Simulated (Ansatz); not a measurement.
Basis-set series for CH6NSbSi, SMILES `[CH2]1N[SiH2][SbH]1`. Charge 0, multiplicity 1. Sb takes the def2 core potential. The structure was optimised at the PBE0-D4/def2-TZVP level.

```tsv
functional	basis	functions	energy (Eh)	HOMO (eV)	LUMO (eV)
PBE0-D4	def2-TZVPP	238	-626.03481	-6.79	-0.85
PBE0-D4	def2-QZVPP	446	-626.05223	-6.82	-0.91
ωB97M-V	def2-TZVPP	238	-626.14584	-8.86	0.77
ωB97M-V	def2-QZVPP	446	-626.16245	-8.88	0.61
```

Task: Give the rows for def2-SVP. (An estimate is asked.)

Result: The calculation gave: 
| functional | basis | functions | energy (Eh) | HOMO (eV) | LUMO (eV) |
| --- | --- | --- | --- | --- | --- |
| PBE0-D4 | def2-SVP | 102 | -625.81330 | -6.67 | -0.63 |
| ωB97M-V | def2-SVP | 102 | -625.91836 | -8.81 | 1.18 |

Positive LUMOs are unbound and depend on the basis.

Computed with Ansatz.
